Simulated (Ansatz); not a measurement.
AlF2 (SMILES [F][Al][F]), doublet, at a GFN2-xTB geometry (such geometries of metal compounds can be far from the true shape).

The Ansatz (an electronic-structure program) input:
Ansatz 0.2 input:
```yaml
crystal:
  periodic: [false, false, false]
  atoms:
    - {symbol: Al, position_ang: [-0.00451449, 0.34922303, 0.00195349]}
    - {symbol: F, position_ang: [1.55484400, -0.23215983, -0.00125071]}
    - {symbol: F, position_ang: [-1.54832307, -0.27227344, -0.00157100]}
basis:
  gaussian:
    orbitals: 6-31G
hamiltonian:
  xc: b3lyp5
magnetization: {spin_polarized: true, initial_magnetization: 1}
```

**Question.** What does this run give for the <S^2>, number of basis functions, total energy?

**Answer.** 
| Quantity | Value |
|---|---|
| <S^2> | 0.751 |
| number of basis functions | 31 |
| total energy | -442.0229 Eh |
